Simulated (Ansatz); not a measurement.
Relaxation of GeH$_{6}$N$_{2}$ (9 atoms, charge 0, multiplicity 1), to a largest force component of 0.015 eV/Å in at most 40 steps.

All numbers below come from Ansatz, RKS B3LYP/def2-SVPD.

```xyz
9
Properties=species:S:1:pos:R:3
N -1.155 0.670 -0.829
Ge 0.422 0.223 -0.079
N 0.146 -1.268 0.994
H -1.429 -0.071 -1.449
H -1.005 1.511 -1.496
H 0.969 1.416 0.775
H 1.467 -0.110 -1.195
H 1.139 -1.455 1.446
H -0.465 -0.963 1.817
```

Where does it end, and by what steps?

The run converged. After 7 steps the energy has fallen by 0.493 eV; H7 moved furthest, 0.28 Å.

```csv
step,energy less start (eV),largest force component (eV/Å),accepted
0,0.0000,2.585,yes
1,-0.3697,1.367,yes
2,-0.4476,0.745,yes
3,-0.4843,0.221,yes
4,-0.4863,0.137,yes
5,-0.4743,0.578,no
6,-0.4927,0.045,yes
7,-0.4932,0.011,yes
```

```xyz
9
Properties=species:S:1:pos:R:3
N -1.087 0.641 -0.877
Ge 0.541 0.282 -0.091
N 0.198 -1.143 1.025
H -1.500 -0.095 -1.439
H -1.199 1.539 -1.335
H 0.950 1.612 0.586
H 1.669 -0.216 -1.025
H 0.991 -1.673 1.367
H -0.474 -0.994 1.771
```

Run time: 52 s on 2 threads of Arm Neoverse N1, with other jobs on the host, peak memory 0.31 GiB.
